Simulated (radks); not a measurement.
Results of a calculation; reference values are marked as such.
Neutral lutetium, configuration [Xe] 4f14 5d1 6s2 (the NIST ground configuration). Level of theory: Dirac Kohn-Sham, PBEsol, spin-unpolarised, spherical densities, point nucleus; open shells fill j = l - 1/2 first (a radial shooting solver on a logarithmic mesh with Libxc functionals).

Unscreened Slater integrals over Kohn-Sham orbitals (hartree). Large and small components are both included. Empty in this configuration: 5d5/2.

integral,value
"F0(5d3/2,5d3/2)",0.32764
"F2(5d3/2,5d3/2)",0.15428
"F0(5d3/2,6s1/2)",0.27341
"G2(5d3/2,6s1/2)",0.099214
"F0(5d3/2,4f7/2)",0.45207
"F2(5d3/2,4f7/2)",0.089051
"G3(5d3/2,4f7/2)",0.032632
"G5(5d3/2,4f7/2)",0.024228
"F0(5d3/2,4f5/2)",0.45287
"F2(5d3/2,4f5/2)",0.087168
"G1(5d3/2,4f5/2)",0.040835
"G3(5d3/2,4f5/2)",0.031105
"F0(5d3/2,5d5/2)",0.31783
"F2(5d3/2,5d5/2)",0.14890
"G2(5d3/2,5d5/2)",0.14875
"G4(5d3/2,5d5/2)",0.093541
"F0(6s1/2,6s1/2)",0.24805
"F0(6s1/2,4f7/2)",0.32602
"G3(6s1/2,4f7/2)",0.0096655
"F0(6s1/2,4f5/2)",0.32635
"G3(6s1/2,4f5/2)",0.0092884
"F0(6s1/2,5d5/2)",0.26802
"G2(6s1/2,5d5/2)",0.10226
"F0(4f7/2,4f7/2)",1.2854
"F2(4f7/2,4f7/2)",0.59991
"F4(4f7/2,4f7/2)",0.37437
"F6(4f7/2,4f7/2)",0.26878
"F0(4f7/2,4f5/2)",1.2983
"F2(4f7/2,4f5/2)",0.60675
"F4(4f7/2,4f5/2)",0.37879
"G2(4f7/2,4f5/2)",0.60484
"G4(4f7/2,4f5/2)",0.37766
"G6(4f7/2,4f5/2)",0.27120
"F0(4f7/2,5d5/2)",0.42940
"F2(4f7/2,5d5/2)",0.080086
"F4(4f7/2,5d5/2)",0.036233
"G1(4f7/2,5d5/2)",0.037729
"G3(4f7/2,5d5/2)",0.028501
"G5(4f7/2,5d5/2)",0.021194
"F0(4f5/2,4f5/2)",1.3116
"F2(4f5/2,4f5/2)",0.61388
"F4(4f5/2,4f5/2)",0.38342
"F0(4f5/2,5d5/2)",0.43010
"F2(4f5/2,5d5/2)",0.078327
"F4(4f5/2,5d5/2)",0.035068
"G1(4f5/2,5d5/2)",0.035320
"G3(4f5/2,5d5/2)",0.027085
"G5(4f5/2,5d5/2)",0.020231
"F0(5d5/2,5d5/2)",0.30874
"F2(5d5/2,5d5/2)",0.14428
"F4(5d5/2,5d5/2)",0.090580
